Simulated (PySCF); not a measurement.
MnF2, SMILES [F][Mn][F] (connectivity only; charge and spin as stated), neutral, multiplicity 6. Geometry: PBE-D3(BJ)/def2-TZVP. The multiplicity is an assumed one; other spin states were not compared. The isomer is the one that the SMILES or the coordinates give; other isomers of the formula were not compared.

These are PySCF with PBE-D3(BJ)/def2-TZVP values and carry that method's errors.

Harmonic wavenumbers (cm⁻¹): 115, 115, 578, 720. Rotational constants (GHz): 4.149 (linear); symmetry number 2.

Problem. Work out the zero-point energy and the ideal-gas rigid-rotor harmonic-oscillator thermochemistry at 298.15 K and 1 atm.

Solution. ZPE = ½ Σ hcν = ½ × 1528 cm⁻¹ = 9.14 kJ/mol. H − E(el) = 22.25 kJ/mol. Entropy in J/(mol K): translation 165.27, rotation 63.34, vibration 29.87, spin 14.90, total 273.38. G − E(el) = -59.26 kJ/mol. Cp = 53.13 J/(mol K). Modes under 150 cm⁻¹ make the vibrational entropy uncertain.
